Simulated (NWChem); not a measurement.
**H2Sn in NWChem**

```xyz
3

Sn     0.0000     0.0000    -0.0484
H      1.2622     0.0000     1.2089
H     -1.2622     0.0000     1.2089
```
Charge 0, spin multiplicity 1.

Program: NWChem. All single points use one geometry, from PBE0/def2-SVP with def2 effective core potentials on Sn, a minimum by its harmonic frequencies.

Symmetry labels belong to the abelian group C2v used in the runs, with the axes of the coordinates shown; states degenerate in a higher group split over its labels.

Effective core potentials replace the inner electrons of Sn; spin-orbit coupling is left out. B3LYP has NWChem's definition, with VWN1-RPA local correlation. The structure started from a generated list of species.

### Question
List the lowest 6 singlet excitations that TD-B3LYP/def2-SVPD with def2 effective core potentials on Sn, VWN1-RPA local correlation gives, with oscillator strengths.

### Answer
| state | symmetry | energy (eV) | wavelength (nm) | f |
|---|---|---|---|---|
| 1 | b2 | 2.34 | 530 | 0.012 |
| 2 | a2 | 3.61 | 343 | 0.000 |
| 3 | a1 | 5.72 | 217 | 0.216 |
| 4 | b1 | 6.15 | 202 | 0.164 |
| 5 | a1 | 6.88 | 180 | 0.001 |
| 6 | b1 | 7.36 | 169 | 0.365 |
